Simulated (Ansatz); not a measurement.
Basis-set extrapolation for C₃H₂F₄, SMILES `FCC(F)=C(F)F` (PBE0-D4/def2-TZVP geometry, frozen core, Ansatz 0.2.0). Multiplicity 1, RHF reference.

|  | def2-TZVPP | def2-QZVPP |
| --- | --- | --- |
| HF | -512.683851 | -512.706098 |
| MP2 correlation | -1.456271 | -1.584007 |
| CCSD(T) correlation | -1.525489 | not run |

Energies in hartree. Use E(X) = E(∞) + A·exp(−7.88·√X) for Hartree–Fock and E(X) = E(∞) + B·X^(−2.97) for correlation, with X = 3 and 4, and add CCSD(T) minus MP2 of the smaller set to the MP2 limit.

Question: What is the CCSD(T) energy at the basis-set limit?

Answer: HF limit: -512.706098 + (-0.022247) × 0.13774 = -512.70916. MP2 limit: -1.584007 + (-0.127736) × 0.74074 = -1.67863. Higher-order term: -1.525489 − (-1.456271) = -0.06922. Total: -514.45701 hartree, 650.3 kJ/mol below CCSD(T)/def2-TZVPP.
